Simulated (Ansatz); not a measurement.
**A geometry optimisation of C5H6AlN with B3LYP-D3(BJ)/def2-SVP**

The starting geometry of this gas-phase singlet was optimised with GFN2-xTB; its bonds are those of `C#C[C@@H](C#N)[AlH][CH3]`.

```json
{"atom": "C", "x (Å)": "-1.3107", "y (Å)": "-2.1153", "z (Å)": "-2.4609"}
{"atom": "C", "x (Å)": "-0.7088", "y (Å)": "-1.3275", "z (Å)": "-1.7827"}
{"atom": "C", "x (Å)": "-0.0106", "y (Å)": "-0.4062", "z (Å)": "-0.9130"}
{"atom": "C", "x (Å)": "-0.5798", "y (Å)": "0.9054", "z (Å)": "-0.9603"}
{"atom": "C", "x (Å)": "-0.4216", "y (Å)": "-0.0010", "z (Å)": "2.5643"}
{"atom": "Al", "x (Å)": "-0.7002", "y (Å)": "-1.0509", "z (Å)": "0.9105"}
{"atom": "N", "x (Å)": "-1.0499", "y (Å)": "1.9525", "z (Å)": "-0.9468"}
{"atom": "H", "x (Å)": "-1.8101", "y (Å)": "-2.7797", "z (Å)": "-3.1017"}
{"atom": "H", "x (Å)": "1.0573", "y (Å)": "-0.3576", "z (Å)": "-1.1524"}
{"atom": "H", "x (Å)": "-1.4973", "y (Å)": "-2.3589", "z (Å)": "0.7608"}
{"atom": "H", "x (Å)": "-0.9063", "y (Å)": "-0.4431", "z (Å)": "3.4416"}
{"atom": "H", "x (Å)": "-0.8184", "y (Å)": "1.0172", "z (Å)": "2.4587"}
{"atom": "H", "x (Å)": "0.6404", "y (Å)": "0.1147", "z (Å)": "2.8156"}
```

**Question.** Where would you expect an optimisation with B3LYP-D3(BJ)/def2-SVP to take it?

**Answer.** It rearranges, giving a structure given below by its coordinates. Contacts that open: C3–Al6 (2.05 → 3.91 Å). Contacts that close: C1–Al6 (3.59 → 1.97 Å).

The energy falls by 0.80 eV over 95 steps:

```tsv
step	E − E(last) (eV)
1	0.796
11	0.593
22	0.568
32	0.555
43	0.363
53	0.217
64	0.121
74	0.011
85	0.000
95	0.000
```

Final geometry (Å):

```yaml
atoms:
  - { symbol: C, position_ang: [-1.2970, -1.7372, -0.7624] }
  - { symbol: C, position_ang: [-0.6980, -0.7056, -1.2858] }
  - { symbol: C, position_ang: [-0.0598, 0.3683, -1.7312] }
  - { symbol: C, position_ang: [-0.6909, 1.6446, -1.8451] }
  - { symbol: C, position_ang: [-0.1886, -0.6585, 2.2377] }
  - { symbol: Al, position_ang: [-1.2118, -1.9486, 1.1943] }
  - { symbol: N, position_ang: [-1.1872, 2.6911, -1.9382] }
  - { symbol: H, position_ang: [-1.8441, -2.4260, -1.4223] }
  - { symbol: H, position_ang: [0.9916, 0.2959, -2.0351] }
  - { symbol: H, position_ang: [-1.9896, -3.1788, 1.8186] }
  - { symbol: H, position_ang: [0.6312, -1.1547, 2.7868] }
  - { symbol: H, position_ang: [-0.8239, -0.1768, 3.0015] }
  - { symbol: H, position_ang: [0.2520, 0.1361, 1.6150] }
```

The end wasn't checked by frequencies. Run with Ansatz 0.2.0, 2.2 min on 2 threads of AMD EPYC 9R45 96-Core Processor (Zen 5), on a shared host.
